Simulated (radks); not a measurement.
Effect of the nuclear size on the tellurium ion Te+, [Kr] 4d10 5s2 5p3. All-electron calculation, Dirac Kohn-Sham, BLYP, spin-unpolarised, spherical densities, finite nucleus; open shells fill j = l - 1/2 first; Fermi nuclear charge, rms radius 4.7423 fm. Program: a radial shooting solver on a logarithmic mesh with Libxc functionals. The rms radius is varied about that value; shifts are against it.

rms radius (fm),total energy shift (eV),density at nucleus (e/bohr^3),1s1/2 shift (meV),2s1/2 shift (meV),4s1/2 shift (meV),4p1/2 shift (meV),5s1/2 shift (meV),5p1/2 shift (meV),5p3/2 shift (meV)
3.8982,-1.73,2.356e+05,-724,-84.2,-3.32,0.277,-0.389,0.062,0.065
4.3724,-0.793,2.311e+05,-332,-38.6,-1.52,0.127,-0.178,0.028,0.030
4.7423,0,2.28e+05,0.000,0.000,0.000,0.000,0.000,0.000,0.000
4.9984,0.580,2.261e+05,243,28.3,1.11,-0.093,0.131,-0.021,-0.022
5.2877,1.27,2.24e+05,530,61.6,2.43,-0.203,0.285,-0.045,-0.048

Slopes of the eigenvalues against <r^2> in GHz/fm^2, as finite differences over the two radii next to the reference (eigenvalue slopes, not the field-shift constants of lines): 1s1/2 23700, 2s1/2 2760, 4s1/2 109, 4p1/2 -9.06, 5s1/2 12.7, 5p1/2 -2.01, 5p3/2 -2.13.
